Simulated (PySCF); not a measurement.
Species: C8H19P.
Numbering: `[CH2:1]=[P@@:2]([CH3:3])([CH2:4][CH3:5])[CH2:6][CH:7]([CH3:8])[CH3:9]` (hydrogens: H10, H11 on C1; H12, H13, H14 on C3; H15, H16 on C4; H17, H18, H19 on C5; H20, H21 on C6; H22 on C7; H23, H24, H25 on C8; H26, H27, H28 on C9)

Cartesian coordinates in Å at the PBE0-D3(BJ)/def2-SVP level; atoms count from 1:
```
atom  x, y, z in Å
C1    -0.7643   -1.5186    1.5808
P2    -0.9236   -0.5363    0.2300
C3    -1.3428   -1.5542   -1.2210
C4    -2.2913    0.6559    0.4876
C5    -2.5777    1.6473   -0.6290
C6     0.4322    0.5562   -0.4412
C7     1.7822   -0.1520   -0.6068
C8     2.4989   -0.2971    0.7314
C9     2.6549    0.5730   -1.6260
H10   -0.7120   -1.0393    2.5621
H11   -0.2329   -2.4658    1.4577
H12   -0.5760   -2.3335   -1.3389
H13   -2.3075   -2.0456   -1.0375
H14   -1.3874   -0.9574   -2.1426
H15   -3.1655    0.0253    0.7136
H16   -2.0450    1.1772    1.4285
H17   -3.4598    2.2589   -0.3856
H18   -1.7377    2.3378   -0.7947
H19   -2.7874    1.1401   -1.5838
H20    0.5381    1.4127    0.2488
H21    0.0893    0.9673   -1.4063
H22    1.5924   -1.1704   -0.9977
H23    1.8551   -0.8055    1.4640
H24    2.7612    0.6955    1.1355
H25    3.4320   -0.8717    0.6224
H26    2.1714    0.6219   -2.6146
H27    2.8567    1.6072   -1.3008
H28    3.6263    0.0683   -1.7487
```

Computed with PySCF at PBE0/pcSseg-1, non-relativistic, on one gas-phase PBE0-D3(BJ)/def2-SVP geometry that isn't relaxed in the solvent. The solvent is an IEF-PCM continuum (van der Waals radii × 1.2). Only the electrostatic response of the medium enters.

```csv
run,E − E(gas) (kcal/mol),HOMO (eV),HOMO–LUMO gap (eV),dipole (D)
gas,0.00,-4.66,5.65,3.08
P,-2.40,-4.76,5.88,3.60
Q,-4.52,-4.87,6.08,4.10
```

Task: The runs were made in chloroform and cyclohexane. Which run belongs to which solvent?

Result: P = cyclohexane, Q = chloroform. The dielectric constants are 2.017 (cyclohexane), 4.711 (chloroform), and the energy falls further as ε rises. In this model the ground state sees the solvent through ε alone.

Task: How constant is the ratio of the lowering to (ε − 1)/(2ε + 1)?

Result: 
| solvent | (ε − 1)/(2ε + 1) | E − E(gas) (kcal/mol) | ratio (kcal/mol) | polarisation term (kcal/mol) |
| --- | --- | --- | --- | --- |
| cyclohexane | 0.202 | -2.40 | -11.9 | -2.60 |
| chloroform | 0.356 | -4.52 | -12.7 | -5.24 |

The ratio changes by +6.7 % in size from cyclohexane to chloroform. The polarisation term is half the interaction of the solute with the induced surface charges.
